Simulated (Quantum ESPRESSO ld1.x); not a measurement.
The numbers below are computed, except where a source is named.
Problem. Coherent X-ray form factor from a spherical all-electron density. Code: ld1.x of Quantum ESPRESSO 7.5. Model: Dirac Kohn-Sham, PBEsol, spin-unpolarised, spherical densities, point nucleus.

sin(theta)/lambda (1/angstrom)  f0 (electrons)
0.05                                    58.539
0.1                                     55.389
0.15                                    51.972
0.2                                     48.582
0.25                                    45.272
0.3                                     42.161
0.4                                     36.818
0.5                                     32.528
0.6                                     28.956
0.8                                     23.354
1                                       19.536
1.25                                    16.497
1.5                                     14.289
2                                       10.470

The species is in the configuration that NIST lists as its ground one. Which atom or ion scatters so?

Solution. Neutral neodymium, [Xe] 4f4 6s2. Extrapolating in s^2 from the first two rows gives f0(0) = 59.6, near the electron count 60; among species with that count, the fall with angle is slower the higher Z, and the table is that of Z = 60; from so few rows the species is fixed only to a neighbour or two.
